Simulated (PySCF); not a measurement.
C₉H₁₆.
Atom-mapped SMILES: `[CH2:1]1[CH2:2][CH2:3][C@@H:4]2[CH2:5][CH2:6][CH2:7][C@H:8]2[CH2:9]1` (hydrogens: H10, H11 on C1; H12, H13 on C2; H14, H15 on C3; H16 on C4; H17, H18 on C5; H19, H20 on C6; H21, H22 on C7; H23 on C8; H24, H25 on C9)

The same species was optimised twice, with GFN2-xTB and with PBE0-D3(BJ)/def2-SVP (PySCF), and the same property calculations (PySCF, gas phase) were run on both structures.

```json
{"coordinate": "C5–C6 (Å)", "GFN2-xTB": "1.543", "PBE0-D3(BJ)/def2-SVP": "1.547", "change": "+0.004"}
{"coordinate": "C6–C7 (Å)", "GFN2-xTB": "1.543", "PBE0-D3(BJ)/def2-SVP": "1.547", "change": "+0.004"}
{"coordinate": "C3–C4 (Å)", "GFN2-xTB": "1.520", "PBE0-D3(BJ)/def2-SVP": "1.518", "change": "-0.002"}
{"coordinate": "C8–C9 (Å)", "GFN2-xTB": "1.520", "PBE0-D3(BJ)/def2-SVP": "1.518", "change": "-0.002"}
{"coordinate": "C4–C5 (Å)", "GFN2-xTB": "1.527", "PBE0-D3(BJ)/def2-SVP": "1.525", "change": "-0.002"}
{"coordinate": "C7–C8 (Å)", "GFN2-xTB": "1.527", "PBE0-D3(BJ)/def2-SVP": "1.525", "change": "-0.002"}
{"coordinate": "C2–C3 (Å)", "GFN2-xTB": "1.530", "PBE0-D3(BJ)/def2-SVP": "1.529", "change": "-0.001"}
{"coordinate": "C1–C9 (Å)", "GFN2-xTB": "1.530", "PBE0-D3(BJ)/def2-SVP": "1.529", "change": "-0.001"}
{"coordinate": "C1–C2 (Å)", "GFN2-xTB": "1.530", "PBE0-D3(BJ)/def2-SVP": "1.529", "change": "-0.001"}
{"coordinate": "C4–C8 (Å)", "GFN2-xTB": "1.528", "PBE0-D3(BJ)/def2-SVP": "1.529", "change": "+0.001"}
{"coordinate": "C4–C8–C9 (°)", "GFN2-xTB": "110.4", "PBE0-D3(BJ)/def2-SVP": "111.7", "change": "+1.3"}
{"coordinate": "C3–C4–C8 (°)", "GFN2-xTB": "110.4", "PBE0-D3(BJ)/def2-SVP": "111.7", "change": "+1.3"}
{"coordinate": "C2–C3–C4 (°)", "GFN2-xTB": "108.6", "PBE0-D3(BJ)/def2-SVP": "109.9", "change": "+1.3"}
{"coordinate": "C1–C9–C8 (°)", "GFN2-xTB": "108.6", "PBE0-D3(BJ)/def2-SVP": "109.9", "change": "+1.3"}
{"coordinate": "C3–C4–C5 (°)", "GFN2-xTB": "117.8", "PBE0-D3(BJ)/def2-SVP": "119.0", "change": "+1.2"}
{"coordinate": "C7–C8–C9 (°)", "GFN2-xTB": "117.8", "PBE0-D3(BJ)/def2-SVP": "119.0", "change": "+1.2"}
{"coordinate": "C1–C2–C3 (°)", "GFN2-xTB": "111.7", "PBE0-D3(BJ)/def2-SVP": "112.4", "change": "+0.7"}
{"coordinate": "C2–C1–C9 (°)", "GFN2-xTB": "111.7", "PBE0-D3(BJ)/def2-SVP": "112.4", "change": "+0.7"}
```

Rotational constants: A = 2984, B = 1358, C = 1009 MHz (GFN2-xTB) against A = 2966, B = 1344, C = 998.5 MHz (PBE0-D3(BJ)/def2-SVP). Point groups within 0.08 Å: C2 and C2.

On the GFN2-xTB structure: HOMO (eV) -8.04 [PBE0/pcSseg-1]; LUMO (eV) 1.55 [PBE0/pcSseg-1]; dipole (D) 0.10 [PBE0/pcSseg-1]; GIAO shielding of C1/C2 (mean) (ppm) 156.2 [PBE0/pcSseg-1]; GIAO shielding of C3/C9 (mean) (ppm) 151.0 [PBE0/pcSseg-1]; GIAO shielding of C4/C8 (mean) (ppm) 137.1 [PBE0/pcSseg-1]; GIAO shielding of C5/C7 (mean) (ppm) 151.9 [PBE0/pcSseg-1]; GIAO shielding of C6 (ppm) 163.0 [PBE0/pcSseg-1].

Question: What do these properties become on the PBE0-D3(BJ)/def2-SVP structure?

Answer: 
| property | level | on GFN2-xTB | on PBE0-D3(BJ)/def2-SVP | change |
| --- | --- | --- | --- | --- |
| HOMO (eV) | PBE0/pcSseg-1 | -8.04 | -8.12 | -0.08 |
| LUMO (eV) | PBE0/pcSseg-1 | 1.55 | 1.52 | -0.03 |
| dipole (D) | PBE0/pcSseg-1 | 0.10 | 0.10 | 0.00 |
| energy, GFN2-xTB geometry as zero (kcal/mol) | PBE0/pcSseg-1 | 0.0 | -0.9 | -0.9 |
| GIAO shielding of C1/C2 (mean) (ppm) | PBE0/pcSseg-1 | 156.2 | 155.7 | -0.5 |
| GIAO shielding of C3/C9 (mean) (ppm) | PBE0/pcSseg-1 | 151.0 | 150.5 | -0.5 |
| GIAO shielding of C4/C8 (mean) (ppm) | PBE0/pcSseg-1 | 137.1 | 137.2 | +0.1 |
| GIAO shielding of C5/C7 (mean) (ppm) | PBE0/pcSseg-1 | 151.9 | 150.6 | -1.3 |
| GIAO shielding of C6 (ppm) | PBE0/pcSseg-1 | 163.0 | 161.5 | -1.5 |

The heavy atoms differ by 0.019 Å rms after alignment. Among bonds between heavy atoms C5–C6 and C6–C7 change most and about equally (+0.004 Å). Changes are differences of the printed values. Neither structure is proved a minimum here.
